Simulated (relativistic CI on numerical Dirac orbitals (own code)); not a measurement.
Computed by Dirac-Coulomb-Breit CI, separate exchange-only KLI orbitals for each configuration, model QED (radiative potential, 1s self-energy scaled to tabulated hydrogen-like ionisation energies), valence Slater integrals scaled by 0.9, configuration energies shifted to the measured levels that pair with them (semi-empirical) (own radial code, finite nucleus).

CI space (outside the closed core [Ar] 3d10): 4s²4p⁴, 4s4p⁵, 4s²4p³4d, 4s²4p³5s, 4s²4p³5p, 4p⁶, 4s²4p²4d², 4s4p⁴4d, 4s²4p³4f, 4s4p⁴4f, 4p⁴4d², 4s²4p²4f², 4p⁵4d, 4s²4p³5d, 4s4p³4d², 4s²4p³6s, 4s4p⁴5s, 4s²4p²4d4f, 4s²4p³6p, 4s²4p³5f, 4s²4p³5g, 4s²4p³6d, 4p⁴4f², 4s4p⁴5p, 4s²4p²4d5s, 4s²4p³6f, 4s4p³5s², 4p⁵4f, 4s4p⁴5d, 4s4p³4d4f. Levels of other configurations are missing.

Configurations whose levels could be paired with our table of measured levels were shifted onto them, all but the ground configuration, by the median error of their levels; single terms can still be off by 1,000 to 2,000 cm⁻¹ or more, and rates follow the energies as ν³ (E1, M1) or ν⁵ (E2). The others borrow a shift and can be off by several thousand cm⁻¹ or more. 51 of the 69 excited levels that our extract of the measured tables holds in this range could be paired (the sources list more); they are missed by 1200 cm⁻¹ on average and 6195 at most, after the shifts were fitted to these levels, and levels without a partner can miss by more.

Outline of the computed level scheme of Zr VII. Lowest level of each configuration: 4s²4p⁴ ³P2 at 0.0000 eV; 4s4p⁵ ³P°2 at 23.9115 eV; 4s²4p³4d ⁵D°0 at 32.4988 eV.

Some strong electric-dipole decays among the lowest 45 levels: 4s²4p³4d ³D°3 → 4s²4p⁴ ³P2 (1.3e+11 s⁻¹); 4s²4p³4d ³P°0 → 4s²4p⁴ ³P1 (1.2e+11 s⁻¹); 4s²4p³4d ³P°2 → 4s²4p⁴ ³P2 (1.0e+11 s⁻¹); 4s²4p³4d ³D°2 → 4s²4p⁴ ³P1 (9.3e+10 s⁻¹); 4s²4p³4d ¹D°2 → 4s²4p⁴ ¹D2 (8.5e+10 s⁻¹); 4s²4p³4d ³D°1 → 4s²4p⁴ ³P0 (7.0e+10 s⁻¹); 4s²4p³4d ¹P°1 → 4s²4p⁴ ³P2 (6.9e+10 s⁻¹); 4s²4p³4d ³D°1 → 4s²4p⁴ ³P1 (5.8e+10 s⁻¹).
